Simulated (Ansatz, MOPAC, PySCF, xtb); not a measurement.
Complex: CH4O (SMILES CO) (first 6 atoms) with CH3Cl (SMILES CCl); geometry from B3LYP-D3(BJ)/def2-TZVP, rigid monomers moved along the line of their centres of mass till H6···Cl8 is 2.27 Å.
(charge 0, multiplicity 1):
```xyz
11

C     -0.5214    -0.4572    -0.3172
O      0.1351     0.7332     0.0935
H      0.1623    -1.1503    -0.8191
H     -1.2980    -0.1669    -1.0238
H     -0.9915    -0.9787     0.5242
H      0.7973     0.4967     0.7548
C     -0.6028     0.9714     3.0881
Cl     0.8759    -0.0514     2.9589
H     -0.3649     1.8220     3.7190
H     -0.8691     1.2879     2.0842
H     -1.3871     0.3678     3.5339
```

Interaction energies are E(AB) − E(A) − E(B) at the monomers' geometry in the complex; basis-set methods are counterpoise corrected.

The state that AM1, PM6 reach isn't checked.

Programs: Ansatz (Gaussian orbitals); MOPAC for AM1, PM6 (differences of heats of formation); PySCF for the dispersion terms; xtb for the GFN methods. Each number belongs to the level named beside it.

Q: One of these levels gives -3.43 kcal/mol for the interaction energy. Which?
(A) PM6
(B) r2SCAN-D4/def2-TZVPPD
(C) AM1
(D) GFN2-xTB

A: B, r2SCAN-D4/def2-TZVPPD. The others give -0.39 (AM1), -1.69 (PM6), -2.55 (GFN2-xTB)

Ansatz is a quantum-chemistry and plane-wave program.
